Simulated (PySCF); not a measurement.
CH5BiO2, SMILES [Bi]([OH])([OH])[CH3].

Geometry: B3LYP-D3(BJ)/def2-SVP. The def2 effective core potentials stand for the cores of Bi; spin–orbit coupling is left out. One conformer was computed; it need not be the lowest.

Computed with HF/def2-TZVP (PySCF).

Symmetry labels are those of the subgroup Cs that the program uses (full group Cs).

Q: List the valence orbital energies around the gap with their symmetry. (The exact figures need the calculation; the answer reports its results.)

A: 
| orbital | symmetry | energy (eV) |
|---|---|---|
| HOMO−7 | A' | -16.24 |
| HOMO−6 | A" | -15.56 |
| HOMO−5 | A' | -15.52 |
| HOMO−4 | A' | -13.40 |
| HOMO−3 | A" | -13.21 |
| HOMO−2 | A" | -12.42 |
| HOMO−1 | A' | -11.88 |
| HOMO | A' | -10.15 |
| LUMO | A' | 2.00 |
| LUMO+1 | A" | 2.10 |
| LUMO+2 | A' | 2.77 |
| LUMO+3 | A' | 3.34 |
